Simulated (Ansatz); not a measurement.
`F[Si](F)(F)B(Cl)Cl` and `C=C[Se][Si](F)(F)F` differ in one atom or group.

Ansatz, PBE0-D4/def2-TZVP geometries, multiplicity 1. Each molecule was computed in one conformer, which needn't be the lowest.

Scalar relativity is left out up to krypton.

| property | `F[Si](F)(F)B(Cl)Cl` |
| --- | --- |
| HOMO energy (PBE0/def2-TZVPP) / eV | -9.15 |
| LUMO energy (PBE/def2-TZVPP) / eV | -3.70 |
| size of the dipole moment (PBE/def2-TZVPP) / D | 1.60 |
| size of the dipole moment (ωB97M-V/def2-TZVPP) / D | 1.53 |
| LUMO energy (PBE0/def2-TZVPP) / eV | -2.84 |
| HOMO energy (B3LYP/def2-TZVPP) / eV | -8.92 |

What does the change do to each property? (Best estimate.)

Computed: 
```csv
property,`C=C[Se][Si](F)(F)F`,shift
HOMO energy (PBE0/def2-TZVPP) / eV,-7.55,1.60
LUMO energy (PBE/def2-TZVPP) / eV,-1.96,1.74
size of the dipole moment (PBE/def2-TZVPP) / D,2.27,0.67
size of the dipole moment (ωB97M-V/def2-TZVPP) / D,2.31,0.78
LUMO energy (PBE0/def2-TZVPP) / eV,-0.97,1.87
HOMO energy (B3LYP/def2-TZVPP) / eV,-7.30,1.62
```

With PBE0 the HOMO rises by 1.60 eV and the LUMO rises by 1.87 eV, so the gap widens by about 0.27 eV. PBE moves the HOMO by 1.40 eV and ωB97M-V by 1.57 eV. Dipoles are sizes alone; their direction can turn.

B3LYP here is the variant with VWN-RPA as its local correlation; programs differ in this.

Spin–orbit coupling is left out; it splits and shifts lone-pair levels of the heavy atoms by tenths of an eV.
